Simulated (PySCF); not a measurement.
Molfile (atoms numbered from 1):
```
C6H2FOS
     RDKit          3D

 11 11  0  0  0  0  0  0  0  0999 V2000
    2.8626   -0.3265   -0.1721 C   0  0  0  0  0  0  0  0  0  0  0  0
    1.6880   -0.0945   -0.0693 C   0  0  0  0  0  0  0  0  0  0  0  0
    0.3044    0.1238    0.0319 C   0  0  0  0  0  0  0  0  0  0  0  0
   -0.3391    1.2761    0.4050 C   0  0  0  0  0  0  0  0  0  0  0  0
   -1.6832    1.1038    0.3803 O   0  0  0  0  0  0  0  0  0  0  0  0
   -1.9508   -0.1851   -0.0160 C   0  0  0  0  0  0  0  0  0  0  0  0
   -3.5377   -0.7166   -0.1507 S   0  0  0  0  0  0  0  0  0  0  0  0
   -0.7332   -0.8084   -0.2358 C   0  0  0  0  0  0  0  0  0  0  0  0
   -0.5281   -2.0896   -0.6375 F   0  0  0  0  0  0  0  0  0  0  0  0
    3.8902   -0.5189   -0.2583 H   0  0  0  0  0  0  0  0  0  0  0  0
    0.0324    2.2387    0.6967 H   0  0  0  0  0  0  0  0  0  0  0  0
  1  2  3  0
  2  3  1  0
  3  4  2  0
  4  5  1  0
  5  6  1  0
  6  7  1  0
  6  8  2  0
  8  9  1  0
  8  3  1  0
  1 10  1  0
  4 11  1  0
M  CHG  1   7  -1
M  END
```

Geometry: GFN2-xTB; GIAO shifts from PySCF, gas phase, non-relativistic, averaged over equivalent atoms.

At CAM-B3LYP/STO-3G (51 basis functions, 13 s wall time on 1 thread of an Arm Neoverse N1, shared host):
```tsv
atoms	δ (ppm)
C6	142.9
C8	122.4
C4	110.8
C3	90.9
C1	74.7
C2	67.4
O5	196.1
F9	-97.4
H11	5.31
H10	2.55
```

References, each an isolated molecule treated in the same way: TMS for ¹³C (σref 236.98), ¹H (σref 33.12); ¹⁷O (σref 343.80) vs H2O; ¹⁹F (σref 305.32) against CFCl3.

Q: Estimate the result of repeating the calculation with PBE0/pcSseg-1.

A: 
```json
{"atoms": "C6", "δ at PBE0/pcSseg-1": "170.9", "change": "+28.0"}
{"atoms": "C8", "δ at PBE0/pcSseg-1": "156.5", "change": "+34.1"}
{"atoms": "C4", "δ at PBE0/pcSseg-1": "133.8", "change": "+23.0"}
{"atoms": "C3", "δ at PBE0/pcSseg-1": "103.4", "change": "+12.5"}
{"atoms": "C1", "δ at PBE0/pcSseg-1": "81.3", "change": "+6.6"}
{"atoms": "C2", "δ at PBE0/pcSseg-1": "85.7", "change": "+18.3"}
{"atoms": "O5", "δ at PBE0/pcSseg-1": "317.4", "change": "+121.3"}
{"atoms": "F9", "δ at PBE0/pcSseg-1": "-200.6", "change": "-103.2"}
{"atoms": "H11", "δ at PBE0/pcSseg-1": "6.70", "change": "+1.39"}
{"atoms": "H10", "δ at PBE0/pcSseg-1": "2.28", "change": "-0.27"}
```

Scale: ¹³C (186.93 ppm), ¹H (31.72 ppm) against TMS; H2O for ¹⁷O (336.08 ppm); ¹⁹F (170.95 ppm) vs CFCl3 (reference shieldings calculated alike).

The largest change is at O5 (aromatic ring oxygen). Cost: 170 basis functions, 44 s wall time on 1 thread of an Arm Neoverse N1, shared host. The order of the carbon signals changes between the two levels.

Unscaled 19F shifts against computed CFCl3 carry errors that often reach 10 to 50 ppm. Experimental scales use liquid or dissolved standards, which lie at an offset from isolated H2O (liquid H2O: subtract about 36 ppm).
